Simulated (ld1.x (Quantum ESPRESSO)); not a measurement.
## carbon: one change to an ultrasoft potential, before and after

C (Z = 6), ultrasoft, made with ld1.x (Quantum ESPRESSO) 7.5 (LDA (PZ), scalar-relativistic). Core [He], reference 2s1.75 2p2.25. Waves: 2s (bound): rcut 0.75, rcutus 1.05 bohr; 2s channel at 0.5 Ry: rcut 0.75, rcutus 1.05 bohr; 2p (bound): rcut 1.15, rcutus 1.50 bohr; 2p channel at 1.55 Ry: rcut 1.15, rcutus 1.50 bohr. Local part: all-electron potential smoothed inside 1.30 bohr (lloc = -1). Core correction: none. Augmentation charge: built from norm-conserving waves at rcut, not smoothed further.

All-electron outer shells of the reference configuration (LDA (PZ), scalar-relativistic, ld1.x):

```tsv
shell	level (eV)	outermost node (bohr)	outermost maximum (bohr)
1s	-271.03	–	0.18
2s	-13.76	0.38	1.22
2p	-5.53	–	1.19
```

Change: waves 2s (bound): rcut 0.75, rcutus 1.04 bohr; 2s channel at 0.5 Ry: rcut 0.75, rcutus 1.04 bohr.

Cutoffs: the cutoffs (Ry, on a coarse ladder) from which the occupation-weighted sum of valence levels, in a spherical-Bessel basis at the reference potential, stays within 10 and 1 mRy of its value at 400 Ry; they do not see the model core or the augmentation charge, which bear on the density cutoff. Errors are all-electron minus pseudo energies relative to the spin-unpolarised reference configuration.

Problem. How do hardness, ghosts and transferability respond?

Solution. The potential gets neither clearly harder nor softer (30 Ry and 35 Ry → 30 Ry and 40 Ry); the p channel sets the loose cutoff, while the largest relative change is in s, which becomes harder; the errors of the 9 common tests hardly move; neither file shows a bound ghost.

```tsv
quantity	base	changed
cutoff, loose	30 Ry	30 Ry
cutoff, tight	35 Ry	40 Ry
loose cutoff by channel (10 mRy a level)	s 18 Ry, p 25 Ry	s 21 Ry, p 25 Ry
bound ghosts	none	none
error for 2s2 2p2, meV [ΔE -2.06 eV]	+1.0	+1.0
error for 2s2 2p1, meV [ΔE 8.93 eV]	+14	+14
error for 2s2 2p0, meV [ΔE 33.19 eV]	+118	+118
error for 2s1 2p2, meV [ΔE 17.42 eV]	+5.4	+5.4
error for 2s1 2p0, meV [ΔE 81.16 eV]	+313	+313
error for 2s0 2p4, meV [ΔE 14.46 eV]	+50	+50
error for 2s2 2p2.3, meV [ΔE -3.26 eV]	+0.6	+0.6
error for 2s1.75 2p2.25 (spin-polarised), meV [ΔE -1.83 eV]	+195	+195
error for 2s2 2p2 (spin-polarised), meV [ΔE -3.19 eV]	+129	+129
s: phases at 1.65 bohr within 0.05 rad from the reference energy up to (Ry; the scan ends near 5)	to the end of the scan	to the end of the scan
p: phases at 1.65 bohr within 0.05 rad from the reference energy up to (Ry; the scan ends near 5)	to the end of the scan	to the end of the scan
lowest overlap eigenvalue by channel	s 0.45, p 0.93	s 0.44, p 0.93
```
